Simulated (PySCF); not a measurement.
Two-dimensional NMR puzzle

Compound of formula C8H9N. Correlations simulated from computed shifts and the bond graph:

HSQC (one-bond C–H):
```
  δH     δC
7.24  136.7
6.93  107.5
6.45  120.3
3.39   22.3
3.14   33.5
```

COSY cross peaks (H two or three bonds apart, from the bond graph; peaks can be absent where the dihedral angle is near 90°):
```
  δH    δH
7.24  6.93
7.24  6.45
```

HMBC (two and three bonds, from the bond graph):
```
  δH                                δC
7.24        142.9, 134.7, 120.3, 107.5
6.93  136.7, 134.7, 120.3, 108.8, 22.3
6.45        142.9, 136.7, 108.8, 107.5
3.39        142.9, 134.7, 108.8, 107.5
3.14                             142.9
```

Carbons without hydrogens: δ 142.9, 134.7, 108.8.

Computed data (PySCF): GIAO PBE0/pcSseg-1 shieldings, GFN2-xTB structure. No relativistic terms, averaged over atoms made equivalent by symmetry, fast rotation or ring inversion, one conformer, isolated molecule.

Scale: 1H, 13C vs TMS (reference shieldings calculated alike).

Exchangeable hydrogens are left out of these lists.

Problem. Work out the connectivity.

Solution. `C12=C(C=CC=C1NC)C2`.

Structure with atom numbers: `[CH3:1][NH:2][c:3]1[cH:4][cH:5][cH:6][c:7]2[c:8]1[CH2:9]2`. Hydrogens are named by the atom that carries them.

δC 142.9 is C3, an aromatic carbon bearing nitrogen. δC 136.7 is C5, an aromatic CH (δH 7.24). δC 134.7 is C7, a substituted aromatic carbon. δC 120.3 is C4, an aromatic CH (δH 6.45). δC 108.8 is C8, a substituted aromatic carbon. δC 107.5 is C6, an aromatic CH (δH 6.93). δC 33.5 is C1, a methyl carbon bonded to N (δH 3.14). δC 22.3 is C9, a three-membered-ring carbon (δH 3.39). HMBC from δH 7.24 reaches the proton-free carbons C3, C7. HMBC from δH 6.93 reaches the proton-free carbons C7, C8. HMBC from δH 6.45 reaches the proton-free carbons C3, C8. HMBC from δH 3.39 reaches the proton-free carbons C3, C7, C8. COSY links 7.24–6.93, 7.24–6.45.

The shifts were computed for this structure.

The OH or NH signal is concentration- and solvent-dependent in practice; the value given is the gas-phase one. Shifts are as computed. Against solution values, carbons near 30 ppm lie about +3 ppm off and those near 130 ppm about +5 ppm. Of 1211 compounds with measured shifts, 218 miss one by over three times the rms of a fit or turn the order of signals round; such compounds aren't used in these exercises.
